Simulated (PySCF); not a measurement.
Order these species by their calculated properties.

All species are isolated and taken at one optimised geometry, non-relativistic unless stated; the electronic structure was computed with PySCF and density fitting.

Dipoles, sizes and rotational constants follow the conformer. The torsions of the flexible species, by atom-mapped SMILES:
- `[CH2:1]1[CH2:2][CH:3]([AlH:4][CH:5]2[CH2:6][CH2:7]2)[CH2:8]1`: C2–C3–Al4–C5 -177°, C3–Al4–C5–C6 40°
- `[CH2:1]=[CH:2][CH2:3][GeH3:4]`: C1–C2–C3–Ge4 -107°
- `[NH2:1][c:2]1[cH:3][cH:4][cH:5][c:6]([Cl:7])[cH:8]1`: H–N1–C2–C3 21°, H–N1–C2–C3 162°
- `[CH3:1][C:2]#[C:3][AlH:4][C:5]([CH3:6])([CH3:7])[CH3:8]`: C3–Al4–C5–C6 59°
- `[CH:1]#[C:2][AlH:3][C:4]([CH3:5])([CH3:6])[CH2:7][CH3:8]`: C2–Al3–C4–C5 57°, Al3–C4–C7–C8 -49°
- `[CH2:1]=[CH:2][SiH2:3][CH2:4][CH2:5][SiH3:6]`: C1–C2–Si3–C4 -114°, C2–Si3–C4–C5 180°, Si3–C4–C5–Si6 -179°

(1) Rank by vertical ionisation energy, highest first (ΔSCF CAM-B3LYP/def2-SVPD at PBE0-D3(BJ)/def2-SVP geometries).
A. `C1C[CH]([AlH][CH]2CC2)C1`
B. `[Li][SH]`
C. `C=C[CH2][GeH3]`
D. `Nc1cccc(Cl)c1`

(2) Rank by lowest triplet excitation (Tamm–Dancoff), highest first (TDA CAM-B3LYP/def2-SVPD at PBE0-D3(BJ)/def2-SVP geometries).
A. `[Li][SH]`
B. `C1C[CH]([AlH][CH]2CC2)C1`
C. `[H][Al]([H])[Cl]`
D. `c1cc(Cl)cc(N)c1`
E. `C(#[C][AlH][C](C)(C)C)C`
F. `[H][Ge]([CH3])([CH3])[Br]`
G. `C#[C][AlH][C](C)(C)CC`

(3) Rank by electronic spatial extent ⟨r²⟩ about the centre of nuclear charge, lowest first (CAM-B3LYP/def2-SVPD at PBE0-D3(BJ)/def2-SVP geometries).
A. `C1C[CH]([AlH][CH]2CC2)C1`
B. `C=C[CH2][GeH3]`
C. `C#[C][AlH][C](C)(C)CC`
D. `[AlH2][Cl]`
E. `Nc1cccc(Cl)c1`
F. `[H][Ge]([CH3])([CH3])[Br]`
G. `[SH][Li]`

(4) By how much do the two ends of that ranking differ?

(5) Rank by lowest singlet excitation, highest first (TDDFT CAM-B3LYP/def2-SVPD at PBE0-D3(BJ)/def2-SVP geometries).
A. `C=C[CH2][GeH3]`
B. `c1c(Cl)cc(cc1)N`
C. `[H][Al]([H])[Cl]`
D. `[H][Ge]([CH3])([CH3])[Br]`
E. `C1C[CH]([AlH][CH]2CC2)C1`
F. `CC#[C][AlH][C](C)(C)C`
G. `C#[C][AlH][C](C)(C)CC`

(6) Rank by smallest rotational constant, highest first (PBE0-D3(BJ)/def2-SVP).
A. `[Li][SH]`
B. `C=C[SiH2]CC[SiH3]`
C. `C#[C][AlH][C](C)(C)CC`
D. `C=C[CH2][GeH3]`

(7) By how much do the two ends of that ranking differ?

(8) Rank by HOMO energy, lowest first (CAM-B3LYP/def2-SVPD at PBE0-D3(BJ)/def2-SVP geometries).
A. `[H][Ge]([CH3])([CH3])[Br]`
B. `CC#[C][AlH][C](C)(C)C`
C. `C#[C][AlH][C](C)(C)CC`
D. `[AlH2][Cl]`

(9) Give the two extremes of that set in hartree.

Answers

(1) C (9.23 eV), A (8.99 eV), B (8.19 eV), D (8.08 eV).

(2) F (6.03 eV), C (5.10 eV), B (4.67 eV), G (4.28 eV), E (4.16 eV), D (3.82 eV), A (3.30 eV).

(3) G (79 bohr²), D (217 bohr²), B (662 bohr²), F (881 bohr²), E (1215 bohr²), C (1375 bohr²), A (1510 bohr²).

(4) By 1431 bohr², between `C1C[CH]([AlH][CH]2CC2)C1` and `[Li][SH]`.

(5) A (6.73 eV), D (6.48 eV), C (5.52 eV), E (4.94 eV), B (4.82 eV), G (4.56 eV), F (4.41 eV).

(6) A (17.770 GHz), D (1.874 GHz), C (1.006 GHz), B (0.667 GHz).

(7) By 17.103 GHz, between `[Li][SH]` and `C=C[SiH2]CC[SiH3]`.

(8) D (-9.99 eV), A (-9.21 eV), C (-8.26 eV), B (-8.13 eV).

(9) `[H][Al]([H])[Cl]`: -0.367 Eh; `CC#[C][AlH][C](C)(C)C`: -0.299 Eh.
